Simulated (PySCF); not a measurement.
# Vertical excitation energies

C4H8ClFSi2.
InChI=1S/C4H8ClFSi2/c1-2-8(5)3-7-4(8)6/h2,4H,1,3,7H2/t4-,8-/m1/s1

Computed with TDDFT CAM-B3LYP/def2-SVPD, vertical, gas phase, core orbitals frozen in the response in PySCF. One conformer (not necessarily the lowest) at the GFN2-xTB geometry, without solvent, vibrations or thermal averaging. Torsions of this conformer, `[CH2:1]=[CH:2][Si@@:3]1([Cl:4])[CH2:5][SiH2:6][C@H:7]1[F:8]`: C1–C2–Si3–Cl4 2°.

| state | E (eV) | ν̃ (cm⁻¹) | f | main configurations (H = HOMO, L = LUMO) |
| --- | --- | --- | --- | --- |
| S1 | 5.77 | 46530 | 0.029 | H→L (62%), H→L+1 (23%) |
| S2 | 6.25 | 50450 | 0.0051 | H→L+1 (46%), H-1→L (22%), H→L (10%) |
| S3 | 6.60 | 53200 | 0.230 | H-1→L (50%), H→L (13%), H-1→L+1 (9%) |
| S4 | 6.72 | 54230 | 0.177 | H-2→L (39%), H-2→L+1 (11%), H→L+1 (10%) |
| S5 | 6.95 | 56020 | 0.016 | H-1→L+1 (53%), H-2→L+1 (21%) |
| S6 | 7.14 | 57590 | 0.022 | H→L+3 (27%), H-4→L (9%), H-2→L+1 (9%) |
| S7 | 7.29 | 58830 | 0.0070 | H→L+4 (43%), H→L+2 (28%), H→L+3 (9%) |
| S8 | 7.31 | 58960 | 0.042 | H→L+2 (27%), H-2→L+1 (17%), H-2→L (14%) |

Triplets, Tamm–Dancoff:

| state | E (eV) | λ (nm) | main configurations (H = HOMO, L = LUMO) |
| --- | --- | --- | --- |
| T1 | 4.28 | 289.9 | H-3→L (29%), H-1→L (27%), H→L (14%) |
| T2 | 5.41 | 229.2 | H→L (47%), H→L+1 (28%) |
| T3 | 5.88 | 210.9 | H→L+1 (38%), H-1→L (19%), H→L (12%) |

The lowest singlet lies at 5.77 eV (215 nm, ultraviolet) and is weak; its leading configuration is HOMO→LUMO (62%). The strongest level in the table is S3 at 6.60 eV (188 nm, f = 0.230). Löwdin shares by element: HOMO carbon 31% or more, silicon 22%, fluorine 18% (atoms not listed hold the other 29%); LUMO carbon 44% or more, silicon 19% (atoms not listed hold the other 37%). Of the 8 states listed, 6 reach f = 0.01 and none stays under 0.0005. The oscillator strengths of these states sum to 0.528; summed over the whole spectrum of an exact calculation they would give the number of electrons, 86 (Thomas–Reiche–Kuhn). The listed states span 1.54 eV, and the widest gap between neighbours is 0.49 eV (S1 to S2). Only the lowest 8 singlets were computed, as vertical energies without vibronic structure.
